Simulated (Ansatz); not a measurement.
The same bond dissociation along the group F, Cl, Br.

Computed with Ansatz on PBE0-D4/def2-TZVP structures; ΔE is electronic, products minus reactants. CBS: MP2 limit from def2 TZ/QZ plus the TZ coupled-cluster correction, frozen cores. This one scheme is used for every species, atoms too. Functionals use def2-TZVPP. No spin–orbit coupling; open shells (•) take unrestricted orbitals. Spin–orbit coupling would lower the free atoms: a little for Cl, F; clearly for Br. Bonds to Br are less sure, by a few kJ/mol each and by 10 to 20 or more in all where they break to atoms, as the def2 sets lack core-valence functions. Scalar relativity is left out up to krypton. Each species was taken in one conformer, which may not be the lowest.

```tsv
reaction	LDA (SPW92) (eV)	CCSD(T)/def2-SVP (eV)
`[NH2][Al]([F])[F]` → `[NH2][Al][F]`• + F•	7.63	6.56
`[NH2][Al]([Cl])[Cl]` → `[NH2][Al][Cl]`• + Cl•	5.63	4.92
`[NH2][Al]([Br])[Br]` → `[NH2][Al][Br]`• + Br•	4.99	4.36
```

Task: Give the CCSD(T)/CBS values in the same order. (Estimate.)

Result: Computed: 7.01, 5.27, 4.74 eV.

Largest T1 diagnostic: 0.014, for `[NH2][Al][F]`•.
